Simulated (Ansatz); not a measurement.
## Worked example: SnH3Cl + SiH3(GeH3) → SiH3(SnH3) + GeH3Cl

Species: SnH3Cl `[Cl][SnH3]`, singlet; SiH3(GeH3), singlet; SiH3(SnH3), singlet; GeH3Cl `[Cl][GeH3]`, singlet. The partners trade Cl for SiH3: Sn–Cl and Ge–SiH3 bonds give way to Sn–SiH3 and Ge–Cl.

Shapes, held fixed at every level: PBE0-D4/def2-TZVP. Programs: Ansatz 0.2.0. The zero-point and thermal change to 298 K, harmonic and unscaled (PBE0-D4/def2-TZVP), is +0.4 kJ/mol.

At CCSD(T)/def2-TZVPP; 1 Eh = 2625.50 kJ/mol:

```
   species   energy (Eh)
    SnH3Cl   -675.203811
SiH3(GeH3)  -2368.247189
SiH3(SnH3)   -506.285385
    GeH3Cl  -2537.162724
```

**Question.** Work out ΔH(298 K) of the reaction at this level.

**Answer.** 
1. Products less reactants: (-506.285385) + (-2537.162724) − [(-675.203811) + (-2368.247189)] = 0.002891 Eh = +7.6 kJ/mol.
2. With the thermal change: +7.6 + (+0.4) = +8.0 kJ/mol.

Other levels give +7.5 (CCSD(T)/def2-SVP) to +12.0 kJ/mol (r2SCAN-D4/def2-TZVPP). No measured value is set beside it here. For atoms past krypton def2 sets carry core potentials with scalar relativity. Relativity is left out for Ge. Outer-core shells of Ge, Sn are correlated in most correlated rows, in sets that cover them unevenly.
